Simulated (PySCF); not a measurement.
**Ti²⁺ (titanium, charge +2) across methods**

[Ar] 3d2, high-spin 3F determinant. All numbers are calculated (PySCF 2.14, the spin-free X2C one-electron Hamiltonian (Gaussian nucleus), in x2c-TZVPPall with one added diffuse shell each of s, p, d, f type (7s6p5d3f1g, 80 functions)).

```tsv
method	E (hartree)	mean ε 3p α (eV)	mean ε 3p β (eV)	mean ε 3d α (eV)	Σ⟨r²⟩ (bohr²)	⟨S²⟩
wB97X	-852.967	-60.787	-58.631	-24.975	16.43	2.001
LDA	-850.827	-55.415	-53.677	-20.767	16.67	2.000
PBE	-852.714	-55.370	-53.598	-20.824	16.66	2.000
TPSS	-852.984	-55.597	-53.751	-20.961	16.56	2.001
B97-3	-852.854	-58.571	-56.250	-22.687	16.44	2.001
UHF	-852.05939	-66.943	-62.487	-27.862	16.39	2.003
MN15	-853.285	-59.117	-57.461	-23.028	16.57	2.000
r2SCAN	-852.916	-56.391	-54.267	-21.164	16.52	2.001
PBE0	-852.759	-58.521	-56.151	-22.733	16.53	2.001
```
